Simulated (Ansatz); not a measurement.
Reactions of AlBH5NS (`B[S][AlH][NH2]`).

Program: Ansatz. Geometries: PBE0-D4/def2-TZVP. ΔE: electronic, gas phase. CBS: MP2 limit from def2 TZ/QZ plus the TZ coupled-cluster correction, frozen cores. This one scheme is used for every species, atoms too. Open shells (•) are unrestricted, without spin–orbit coupling. Spin–orbit coupling would lower the free atoms: a little for Al, B, S. For Br outer-core shells are correlated without core-valence functions, so the limit isn't a true one: a few kJ/mol of doubt a bond, and 10 to 20 or more in all where bonds break to atoms. Scalar relativity is left out up to krypton. Each species was taken in one conformer, which may not be the lowest.

Question: Order these by ΔE at CCSD(T)/CBS, lowest first. (Estimate.)
A. `B[S][AlH][NH2]` + H₂ → `[NH2][AlH2]` + `BS`
B. `B[S][AlH][NH2]` + `BO` → `B[O][AlH][NH2]` + `BS`
C. `B[S][AlH][NH2]` + NH₃ → `[NH2][AlH][NH2]` + `BS`
D. `B[S][AlH][NH2]` + HBr → `[NH2][AlH][Br]` + `BS`
E. `B[S][AlH][NH2]` + `[SiH3]N[SiH3]` → `[NH2][AlH][N]([SiH3])[SiH3]` + `BS`
F. `B[S][AlH][NH2]` → Al• + B• + 5 H• + N• + S•

Answer: D (-0.70 eV), B (-0.36 eV), E (-0.03 eV), C (+0.16 eV), A (+0.87 eV), F (+30.74 eV).

Largest T1 diagnostic: 0.018, for Al•.
